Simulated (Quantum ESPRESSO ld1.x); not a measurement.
Results of a calculation; reference values are marked as such.
Question: The mean radii <r> (bohr) of the occupied orbitals of an atom or ion are listed with their occupations. Level of theory: scalar-relativistic Kohn-Sham, LDA (Slater exchange, VWN5 correlation), spin-unpolarised, spherical densities, point nucleus (ld1.x of Quantum ESPRESSO 7.5).

| orbital | occ. | <r> |
|---|---|---|
| 1s | 2 | 0.02038 |
| 2s | 2 | 0.08652 |
| 2p | 6 | 0.07674 |
| 3s | 2 | 0.2256 |
| 3p | 6 | 0.2247 |
| 3d | 10 | 0.2039 |
| 4s | 2 | 0.5074 |
| 4p | 6 | 0.5376 |
| 4d | 10 | 0.5796 |
| 5s | 2 | 1.188 |
| 5p | 5 | 1.351 |
| 4f | 10 | 0.7172 |

Name the element and its charge.

Answer: Z = 68, erbium, charge +5: Er5+ in [Kr] 4d10 4f10 5s2 5p5. The 1s radius gives Z: for a bare nucleus <r> = (2 gamma + 1)/(2Z) with gamma = sqrt(1 - (Z/c)^2), 0.02012 bohr for Z = 68, and screening makes it slightly larger (0.02038 here). The occupations add up to 63, and the charge is Z minus that.
